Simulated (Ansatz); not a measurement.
PBE exchange is replaced step by step with exact exchange (0 % is PBE, 25 % PBE0; no dispersion term), basis def2-SVP, Ansatz. System: AlSi8PH16, a doped cluster cut from the lattice of silicon (Al and P 4.5 A apart). Total charge 0; singlet. Geometry: PBE-D4/def2-SVP.

Geometry of the singlet:

```xyz
26

Si   -2.5256   -0.5707   -1.1606
Si    0.1151   -2.6041    1.0024
Si    1.1826   -0.8910   -2.4210
P    -0.1131    2.2348   -0.9014
Si    2.4028    0.5532    1.1200
Si   -1.1133    0.8575    2.3149
Al   -0.6377   -2.1838   -1.3223
Si   -1.9446    1.2992    0.1524
Si    0.6897   -0.6507    2.1947
Si    1.8111    0.9746   -1.1238
H    -3.7599   -1.0162   -0.4010
H    -3.0510    0.0911   -2.4201
H    -0.9143   -3.2555    1.9037
H     1.3632   -3.4538    1.1309
H     0.9318   -0.2527   -3.7738
H     2.5379   -1.5599   -2.5421
H    -0.5179    2.6673   -2.2022
H     0.2004    3.4927   -0.2985
H     3.6886   -0.2319    1.0518
H     2.6943    1.8745    1.7914
H    -2.2795    0.2842    3.0801
H    -0.7312    2.1710    2.9555
H    -1.0369   -3.4988   -2.1624
H    -2.8525    2.5092    0.1510
H     1.1545   -0.8692    3.6179
H     2.7056    2.0289   -1.7376
```

```tsv
exact exchange (%)	HOMO (eV)	LUMO (eV)	gap (eV)
0	-5.78	-2.22	3.56
5	-5.98	-2.08	3.90
10	-6.18	-1.94	4.24
25	-6.77	-1.52	5.25
35	-7.17	-1.24	5.94
50	-7.78	-0.81	6.97
```

Task: Fit a straight line to the column «gap (eV)» against the share of exact exchange and predict its value at 15 %.

Result: With x = exact exchange (%) and y = gap (eV): mean x = 20.83, mean y = 4.977; Σ(x − x̄)(y − ȳ) = 127.5, Σ(x − x̄)² = 1871; slope b = 0.06815, intercept a = ȳ − b·x̄ = 3.557. The residuals of the fitted rows reach 0.01. At x = 15 the line gives 3.557 + (0.06815 × 15) = 4.58; the run gave 4.57, 0.01 less than the line.
